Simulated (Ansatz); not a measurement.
`C[N]=[W](=[O])([F])[Cl]` + CH₃OH → `C[N]=[W](=[O])([F])[O]C` + HCl at 600 K and 1 bar (ligand exchange at a W–Cl bond).

Gas-phase electronic energies from Ansatz, PBE0-D4/def2-TZVP geometries. CBS: MP2 limit from def2 TZ/QZ plus the TZ coupled-cluster correction, frozen cores. This one scheme is used for every species. Elements past krypton have def2 core potentials. For W outer-core shells are correlated without core-valence functions, which leaves a few kJ/mol of doubt a bond. One conformer a species, not always the lowest.

| species | CCSD(T)/CBS energy (Eh) | H − E (kJ/mol) | S (J/(mol·K)) |
| --- | --- | --- | --- |
| `C[N]=[W](=[O])([F])[Cl]` | -796.44010 | 192.8 | 477.0 |
| CH₃OH | -115.61712 | 163.6 | 277.3 |
| `C[N]=[W](=[O])([F])[O]C` | -451.66912 | 315.7 | 540.9 |
| HCl | -460.38127 | 35.4 | 207.2 |

H − E and S are ideal-gas, rigid-rotor, harmonic terms from PBE0-D4/def2-TZVP, for one conformer and one mirror image of each species. 1 Eh = 2625.50 kJ/mol, R = 8.31446 J/(mol·K).

Problem. By hand: ΔE, ΔH, ΔS and ΔG.

Solution. ΔE = (-451.66912) + (-460.38127) − (-796.44010) − (-115.61712) = 0.00683 Eh = 17.9 kJ/mol. Δ(H − E) = 315.7 + 35.4 − 192.8 − 163.6 = -5.3, so ΔH = 12.6 kJ/mol. ΔS = 540.9 + 207.2 − 477.0 − 277.3 = -6.2 J/(mol·K). ΔG = 12.6 − 600 × (-6.2)/1000 = 16.3 kJ/mol.

Problem. By hand: the equilibrium constant, and the temperature at which ΔG would vanish if ΔH and ΔS stayed fixed.

Solution. log₁₀ K = −ΔG/(RT ln 10) = -1.4. ΔH and −TΔS have one sign here, so there is no such temperature.

The number of gas molecules stays the same, so ΔS is small and ΔH decides. A doubt of 5 kJ/mol in ΔE shifts log₁₀ K by 0.4 here. Other conformers and mirror images would add mixing entropy, several J/(mol·K) or more a flexible species. These are equilibria of isolated gas molecules and say nothing of rates. Largest T1 diagnostic: 0.020 (customary marks: 0.02 for closed shells, 0.045 for open ones).

ΔS is within the doubt of such terms, so its sign, and with it that verdict, could turn.
